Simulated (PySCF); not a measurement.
A species of formula C4H8O2Si has this rotational fingerprint, computed with B3LYP/def2-SVPD in PySCF (dipole) on a GFN2-xTB geometry, gas phase:

* Rotational constants: A = 4977, B = 1566, C = 1365 MHz
* Dipole components: |μa| = 0.67 D, |μb| = 0.40 D, |μc| = 0.17 D
* Inertial defect: -54.02 u·Å²
* κ: -0.89

Task: Which candidate fits, each taken in the one conformer that was computed?
A. `[CH2:1]=[CH:2][C@H:3]1[CH2:4][O:5][SiH2:6][O:7]1` with C1–C2–C3–C4 114°, C2–C3–C4–O5 99°, C3–C4–O5–Si6 16°, C4–O5–Si6–O7 -5°, O5–Si6–O7–C3 -9°
B. `[O:1]=[CH:2][C@H:3]1[CH2:4][O:5][CH2:6][SiH2:7]1` with O1–C2–C3–C4 153°, C2–C3–C4–O5 153°, C3–C4–O5–C6 -52°, C4–O5–C6–Si7 42°, O5–C6–Si7–C3 -18°

Result: A. It is C=C[C@H]1CO[SiH2]O1, an asymmetric top, point group C1. The candidates at the same level (rigid rotor, commonest isotopes):

```csv
SMILES,A (MHz),B (MHz),C (MHz),μa (D),μb (D),μc (D),Δ (u·Å²),point group,rotor
O=C[C@H]1COC[SiH2]1,4038,1600,1237,2.44,0.38,0.98,-32.24,C1,asymmetric top
C=C[C@H]1CO[SiH2]O1,4977,1566,1365,0.67,0.40,0.17,-54.02,C1,asymmetric top
```

`O=C[C@H]1COC[SiH2]1` has A 19 % too low. No structure here is proved a minimum.
